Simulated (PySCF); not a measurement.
# Unknown compound

Molecular formula: C8H7N. Simulated spectra:

1H NMR (400 MHz, computed): δ 8.08 (d, 1H), 7.68 (d, 1H), 7.35 (m, 1H), 7.13 (m, 1H), 6.89 (m, 1H), 6.78 (m, 1H), 6.78 (m, 1H).

13C{1H} NMR (computed): δ 137.4 (C), 128.0 (CH), 125.8 (CH), 121.2 (CH), 121.1 (CH), 116.8 (CH), 113.4 (CH), 105.1 (CH).

- geometry: GFN2-xTB
- GIAO PBE0/pcSseg-1 shieldings
- code: PySCF 2.14
- relativity neglected, no solvent model, one conformer

Referencing at the same level of theory: TMS for 1H (σ = 31.72 ppm), 13C (σ = 186.93 ppm).

Task: Which of these isomers gave the spectra?
A. C=C1C=C(C)C(C#N)=C1
B. c1ccn2cccc2c1
C. CC#Cc1ccccn1

Result: B. 

The formula gives 6 degrees of unsaturation (2 rings in the answer). 8 carbon signals for 8 carbons: no two carbons are equivalent. Carbon types of the structure: 1 × C, 7 × CH, which accounts for all hydrogens. δC 137.4: ring-fusion aromatic carbon. δC 128.0, 113.4: aromatic CH next to a ring nitrogen. δC 125.8, 121.2, 121.1, 116.8, 105.1: aromatic CH. δH 8.08, 7.35: hydrogen on an aromatic CH next to a ring nitrogen. δH 7.68, 7.13, 6.89, 6.78, 6.78: hydrogen on an aromatic CH; ring-current deshielding.

The others: CC#Cc1ccccn1 would give 5 signals for carbon-bound and other non-exchanging H, not 7; C=C1C=C(C)C(C#N)=C1 would give 5 signals for carbon-bound and other non-exchanging H, not 7.

Shifts are as computed. Against solution values, carbons near 30 ppm lie about +3 ppm off and those near 130 ppm about +5 ppm. Of 1211 compounds with measured shifts, 218 miss one by over three times the rms of a fit or turn the order of signals round; such compounds aren't used in these exercises. No couplings were computed; multiplicities are counted from neighbouring protons, with m where these are inequivalent, close in shift, in a saturated or five-membered ring or joined by F or P, and br s for small geminal =CH2 splittings.
